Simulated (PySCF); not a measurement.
Molfile (atoms numbered from 1):
```
C7H12SSi
     RDKit          3D

 21 21  0  0  0  0  0  0  0  0999 V2000
   -3.5234   -0.2752   -0.3500 C   0  0  0  0  0  0  0  0  0  0  0  0
   -2.7073    0.6728    0.5161 C   0  0  0  0  0  0  0  0  0  0  0  0
   -1.2436    0.7962    0.0913 C   0  0  0  0  0  0  0  0  0  0  0  0
   -0.2255   -0.7916    0.1694 Si  0  0  0  0  0  4  0  0  0  0  0  0
    1.5919   -0.3948   -0.0179 C   0  0  0  0  0  0  0  0  0  0  0  0
    2.5126   -1.0051   -0.8456 C   0  0  0  0  0  0  0  0  0  0  0  0
    3.8203   -0.4555   -0.7504 C   0  0  0  0  0  0  0  0  0  0  0  0
    3.8858    0.5741    0.1529 C   0  0  0  0  0  0  0  0  0  0  0  0
    2.3614    0.8663    0.8793 S   0  0  0  0  0  0  0  0  0  0  0  0
   -3.4991    0.0301   -1.4088 H   0  0  0  0  0  0  0  0  0  0  0  0
   -4.5774   -0.3016   -0.0344 H   0  0  0  0  0  0  0  0  0  0  0  0
   -3.1407   -1.3078   -0.2998 H   0  0  0  0  0  0  0  0  0  0  0  0
   -2.7547    0.3393    1.5676 H   0  0  0  0  0  0  0  0  0  0  0  0
   -3.1748    1.6724    0.4999 H   0  0  0  0  0  0  0  0  0  0  0  0
   -1.1674    1.1918   -0.9375 H   0  0  0  0  0  0  0  0  0  0  0  0
   -0.7229    1.5322    0.7295 H   0  0  0  0  0  0  0  0  0  0  0  0
   -0.4893   -1.4746    1.4773 H   0  0  0  0  0  0  0  0  0  0  0  0
   -0.5541   -1.7519   -0.9289 H   0  0  0  0  0  0  0  0  0  0  0  0
    2.2497   -1.8298   -1.5110 H   0  0  0  0  0  0  0  0  0  0  0  0
    4.6777   -0.8045   -1.3276 H   0  0  0  0  0  0  0  0  0  0  0  0
    4.7526    1.1753    0.4258 H   0  0  0  0  0  0  0  0  0  0  0  0
  1  2  1  0
  2  3  1  0
  3  4  1  0
  4  5  1  0
  5  6  2  0
  6  7  1  0
  7  8  2  0
  8  9  1  0
  9  5  1  0
  1 10  1  0
  1 11  1  0
  1 12  1  0
  2 13  1  0
  2 14  1  0
  3 15  1  0
  3 16  1  0
  4 17  1  0
  4 18  1  0
  6 19  1  0
  7 20  1  0
  8 21  1  0
M  END
```

Geometry: PBE0-D3(BJ)/def2-SVP; GIAO absolute shieldings from PySCF 2.14, gas phase, non-relativistic, averaged over equivalent atoms.

At B3LYP/pcSseg-1 (227 basis functions, 58 s wall time on 1 thread of an Intel Xeon Platinum 8259CL, shared host):
| atoms | σ (ppm) |
| --- | --- |
| C6 | 36.7 |
| C5 | 37.2 |
| C8 | 37.6 |
| C7 | 46.7 |
| C2 | 156.0 |
| C3 | 160.8 |
| C1 | 161.3 |
| Si4 | 379.8 |
| S9 | 220.8 |
| H21 | 24.01 |
| H19 | 24.06 |
| H20 | 24.33 |
| H17/H18 | 26.68 |
| H13/H14 | 29.72 |
| H10/H11/H12 | 30.35 |
| H15/H16 | 30.37 |

What do these become at PBE0/pcSseg-1?

## Answers


| atoms | σ at PBE0/pcSseg-1 | change |
| --- | --- | --- |
| C6 | 41.8 | +5.1 |
| C5 | 44.9 | +7.7 |
| C8 | 43.5 | +5.9 |
| C7 | 52.0 | +5.3 |
| C2 | 162.7 | +6.7 |
| C3 | 167.5 | +6.7 |
| C1 | 167.2 | +5.9 |
| Si4 | 393.2 | +13.4 |
| S9 | 244.2 | +23.4 |
| H21 | 23.75 | -0.26 |
| H19 | 23.82 | -0.24 |
| H20 | 24.08 | -0.25 |
| H17/H18 | 26.46 | -0.22 |
| H13/H14 | 29.64 | -0.08 |
| H10/H11/H12 | 30.26 | -0.09 |
| H15/H16 | 30.25 | -0.12 |

The largest change is at S9 (aromatic ring sulfur). Cost: 227 basis functions, 62 s wall time on 1 thread of an Intel Xeon Platinum 8259CL, shared host. The order of the carbon signals changes between the two levels.
